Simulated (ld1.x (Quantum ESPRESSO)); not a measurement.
# Plane-wave convergence, TM potential for chromium

- Element: chromium (Cr)
- Generator: ld1.x (Quantum ESPRESSO) 7.5
- Type: norm-conserving Troullier–Martins (Kleinman–Bylander form)
- Functional: PBE
- Relativity: scalar-relativistic
- Frozen core: [Ne] 3s2
- Valence charge: 12
- Reference configuration: 3p6 3d5 4s0 4p0 (charge +1)
- Partial waves: 4s (bound, empty): rc 2.05 bohr; 3d (bound): rc 0.95 bohr; 3p (bound): rc 0.95 bohr
- Local potential: the p channel
- Core correction: Bessel-smoothed model core, default radius (core density twice the valence density)

The pseudo-atom Hamiltonian at the reference potential is diagonalised in spherical Bessel functions j_l(qr) that vanish at 20 bohr, with q² up to the cutoff. All-electron valence levels (Ry): 4s -0.7315, 3d -0.7258, 3p -3.8568, 4p -0.4410.

How do the lowest levels (Ry) of each channel move with the cutoff, and are there ghosts?

```json
{"cutoff (Ry)": "8", "s #1": "-1.1646", "s #2": "-0.7007", "s #3": "-0.2103", "d #1": "-0.2150", "d #2": "-0.0756", "p #1": "-2.0042", "p #2": "-0.3216", "f #1": "-0.0527", "Σ f·Δε (mRy)": "13670.3"}
{"cutoff (Ry)": "15", "s #1": "-3.4982", "s #2": "-0.7292", "s #3": "-0.2107", "d #1": "-0.2320", "d #2": "-0.0829", "p #1": "-3.0811", "p #2": "-0.3908", "f #1": "-0.0527", "Σ f·Δε (mRy)": "7123.4"}
{"cutoff (Ry)": "21", "s #1": "-4.2612", "s #2": "-0.7309", "s #3": "-0.2108", "d #1": "-0.2498", "d #2": "-0.0898", "p #1": "-3.4852", "p #2": "-0.4157", "f #1": "-0.0527", "Σ f·Δε (mRy)": "4609.9"}
{"cutoff (Ry)": "35", "s #1": "-4.4199", "s #2": "-0.7313", "s #3": "-0.2110", "d #1": "-0.2910", "d #2": "-0.1032", "p #1": "-3.8230", "p #2": "-0.4388", "f #1": "-0.0527", "Σ f·Δε (mRy)": "2377.3"}
{"cutoff (Ry)": "45", "s #1": "-4.4206", "s #2": "-0.7314", "s #3": "-0.2110", "d #1": "-0.3287", "d #2": "-0.1128", "p #1": "-3.8449", "p #2": "-0.4409", "f #1": "-0.0527", "Σ f·Δε (mRy)": "2057.3"}
{"cutoff (Ry)": "60", "s #1": "-4.4258", "s #2": "-0.7315", "s #3": "-0.2110", "d #1": "-0.4034", "d #2": "-0.1268", "p #1": "-3.8460", "p #2": "-0.4410", "f #1": "-0.0527", "Σ f·Δε (mRy)": "1676.8"}
{"cutoff (Ry)": "90", "s #1": "-4.4396", "s #2": "-0.7315", "s #3": "-0.2110", "d #1": "-0.5631", "d #2": "-0.1443", "p #1": "-3.8532", "p #2": "-0.4413", "f #1": "-0.0527", "Σ f·Δε (mRy)": "835.1"}
{"cutoff (Ry)": "110", "s #1": "-4.4409", "s #2": "-0.7315", "s #3": "-0.2110", "d #1": "-0.6412", "d #2": "-0.1498", "p #1": "-3.8561", "p #2": "-0.4415", "f #1": "-0.0527", "Σ f·Δε (mRy)": "427.3"}
{"cutoff (Ry)": "160", "s #1": "-4.4412", "s #2": "-0.7315", "s #3": "-0.2110", "d #1": "-0.7194", "d #2": "-0.1542", "p #1": "-3.8567", "p #2": "-0.4415", "f #1": "-0.0527", "Σ f·Δε (mRy)": "33.2"}
{"cutoff (Ry)": "200", "s #1": "-4.4415", "s #2": "-0.7315", "s #3": "-0.2110", "d #1": "-0.7254", "d #2": "-0.1545", "p #1": "-3.8568", "p #2": "-0.4415", "f #1": "-0.0527", "Σ f·Δε (mRy)": "2.0"}
{"cutoff (Ry)": "300", "s #1": "-4.4415", "s #2": "-0.7315", "s #3": "-0.2110", "d #1": "-0.7257", "d #2": "-0.1545", "p #1": "-3.8569", "p #2": "-0.4415", "f #1": "-0.0527", "Σ f·Δε (mRy)": "0.3"}
{"cutoff (Ry)": "400", "s #1": "-4.4415", "s #2": "-0.7315", "s #3": "-0.2110", "d #1": "-0.7257", "d #2": "-0.1545", "p #1": "-3.8569", "p #2": "-0.4415", "f #1": "-0.0527", "Σ f·Δε (mRy)": "0.0"}
```

Result: ghost state, extra bound levels that the all-electron valence spectrum of the same l lacks: s at -60.4 eV (a true bound ghost makes a file unfit for plane-wave use); 10 mRy is reached at 180 Ry and 1 mRy at 230 Ry.
